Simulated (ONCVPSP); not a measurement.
**Potentials for nickel (Ni) compared**

Generated with ld1.x 7.5 (TM, RRKJ, ultrasoft, PAW), atompaw 4.2 or ONCVPSP 4.0.1. The cutoff is in Ry: for ld1.x and atompaw files where the sum of valence levels is converged to 10 mRy in a Bessel basis, for ONCV files where the hardest occupied wave has 1 mHa per electron of residual kinetic energy. The error is the largest all-electron minus pseudo excitation energy over each file’s own four to seven test configurations (ionisations up to +4, promotions, holes and added fractions of an electron), all of which were solved. The labels leave out finer settings (local radius, basis sizes, second energies), which also bear on the numbers. Spin-polarised tests are not counted. The rows are a selection from randomly drawn settings: files with unsolved tests, undetermined cutoffs or missed reference levels are left out.

A true bound ghost makes a file unfit for plane-wave use even where its test errors are small: the radial tests pick states by their node count and pass the ghost by.

```csv
potential,cutoff (Ry),largest error (meV),bound ghosts
"ONCV, PBEsol, scalar-relativistic, rc 1.25/0.95/1.00 (spd), local smoothed, core correction no, reference 3s2 3p6 3d8 4s2, qcut 8.6/18.1/17.2, projectors 3/3/1",207,-11,none
"ONCV, PBE, scalar-relativistic, rc 1.15/0.85/1.60 (spd), local smoothed, core correction no, reference 3s2 3p6 3d8 4s1, qcut 11.2/10.1/11.2, projectors 2/1/1",90,+47,none
"ONCV, PBE, scalar-relativistic, rc 1.45/0.85/1.45 (spd), local smoothed, core correction yes, reference 3s2 3p6 3d8 4s2, qcut 6.8/9.3/10.6, projectors 3/1/3",93,+52,none
"ONCV, revPBE, scalar-relativistic, rc 2.00/0.85/1.15 (spd), local smoothed, core correction no, reference 3p6 3d8 4s2, qcut 3/11.7/13.8, projectors 2/1/1",144,-135,s
"ONCV, PBE, scalar-relativistic, rc 1.25/1.25/1.20 (spd), local smoothed, core correction no, reference 3s2 3p6 3d8 4s1.5 4p0.5, qcut 10.5/11.5/10.5, projectors 2/2/2",102,+14,none
"ONCV, PBE, scalar-relativistic, rc 1.15/0.95/0.95 (spd), local d, core correction yes, reference 3s2 3p6 3d8 4s2, qcut 9.4/16.3/20, projectors 2/1/0",247,-13,none
"ONCV, LDA (Perdew-Wang 92), scalar-relativistic, rc 1.30/1.05/1.00 (spd), local smoothed, core correction yes, reference 3s2 3p6 3d8.5 4s1.5, qcut 12.1/11/16.5, projectors 2/2/2",210,-1.9,none
```

Fill in the row for Ni: ONCV, PBE, scalar-relativistic, rc 1.25/0.95/1.15 (spd), local smoothed, core correction yes, reference 3s2 3p6 3d8 4s1, qcut 12.6/12.5/13.2, projectors 2/2/2.

cutoff 142 Ry, largest error +3.3 meV, bound ghosts: none.
